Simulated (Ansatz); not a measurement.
FGeH$_{3}$Se$_{3}$ (`[F][Ge]([SeH])([SeH])[SeH]`). The species carries charge 0 and has multiplicity 1. Geometry: relaxed with PBE0-D4/def2-TZVP. It is one conformer, not always the lowest.

```xyz
8

F    -0.212    1.928   -0.783
Ge   -0.183    0.282   -0.221
Se   -0.406   -1.196   -2.017
Se    1.904    0.233    0.840
Se   -2.056   -0.061    1.134
H     1.047   -1.202   -2.228
H     1.641   -1.120    1.350
H    -1.735    1.135    1.925
```

(1) What is the dipole moment at ωB97M-V/def2-TZVPP? (Best estimate.)

(2) And with PBE, r2SCAN, B3LYP? (Best estimate.)

(3) Give the Mulliken charges with ωB97M-V, B3LYP, r2SCAN in def2-TZVPP. (Best estimate.)

Answers

(1) Ansatz gave: 1.92 D, with components (0.60, -1.56, 0.94) D in this frame, pointing from negative to positive charge.

(2) Computed: PBE 1.81 D, r2SCAN 1.88 D, B3LYP 1.92 D.

(3) Ansatz gave: 
```tsv
atom	ωB97M-V	B3LYP	r2SCAN
F1	-0.36	-0.37	-0.36
Ge2	0.67	0.76	0.77
Se3	-0.20	-0.20	-0.22
Se4	-0.20	-0.20	-0.22
Se5	-0.20	-0.20	-0.22
H6	0.10	0.08	0.09
H7	0.10	0.07	0.09
H8	0.10	0.07	0.09
```

B3LYP here is the variant with VWN-RPA as its local correlation; programs differ in this.
